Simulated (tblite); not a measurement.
Start geometry of `C=Cc1[c]ccc(S)c1` [radical] from a force field or distance geometry (Å):
```
atom  x, y, z in Å
C1    -3.0641   -0.3873   -0.3323
C2    -1.8366   -0.8824   -0.3900
C3    -0.5925   -0.1317   -0.1070
C4    -0.6316    1.2457    0.1756
C5     0.5422    1.9452    0.4363
C6     1.7673    1.2900    0.3806
C7     1.8258   -0.0724    0.0932
S8     3.4066   -0.8971    0.0376
C9     0.6449   -0.7817   -0.1535
H10   -3.2833    0.6501   -0.0771
H11   -3.9316   -1.0189   -0.5478
H12   -1.7111   -1.9396   -0.6366
H13    0.4881    3.0098    0.6619
H14    2.6885    1.8513    0.5698
H15    2.9981   -2.0341    0.6160
H16    0.6815   -1.8379   -0.3791
```

Problem. What comes out of this run: tblite 0.8.0, GFN2-xTB geometry optimisation, gas phase?

Solution. 
```
atom  x, y, z in Å
C1    -3.0322   -0.3817   -0.3565
C2    -1.8142   -0.9095   -0.3533
C3    -0.6059   -0.1458   -0.0879
C4    -0.5920    1.2113    0.1342
C5     0.5142    1.9603    0.3845
C6     1.7456    1.3087    0.4283
C7     1.7935   -0.0627    0.2155
S8     3.3778   -0.8586    0.2843
C9     0.6413   -0.7866   -0.0413
H10   -3.1832    0.6664   -0.1568
H11   -3.9094   -0.9737   -0.5516
H12   -1.6713   -1.9639   -0.5518
H13    0.4625    3.0261    0.5466
H14    2.6520    1.8616    0.6233
H15    2.9286   -2.0876    0.0352
H16    0.6851   -1.8552   -0.2049
```

The energy falls by 0.169 eV over 67 L-BFGS steps, the largest force on an atom goes from 2.18 to 0.010 eV/Å, and the atoms move by 0.182 Å rms after alignment. Among the bonds, C3–C4 and C4–C5 change most and about equally (-0.032 to -0.031 Å). Bonds longer at the end by more than 0.005 Å: 0 of 16; shorter: 11. Among the angles that change most is C3–C4–C5, from 120.4° to 125.6°. Among the dihedrals that turn most is C9–C7–S8–H15, from -39° to 0°. Rotational constants go from 3182, 827.9, 658.1 to 3256, 842.0, 669.0 MHz. The orientation of the end geometry is arbitrary; only internal coordinates are fixed.

The run took 0.36 s on one thread of an Arm Neoverse V2, no GPU, shared host with 96 logical CPUs at a one-minute load of 28.

Its GFN2-xTB frequencies are all real (lowest 72 cm⁻¹).

One conformer stands for the species.

The numbers are calculated, not measured.
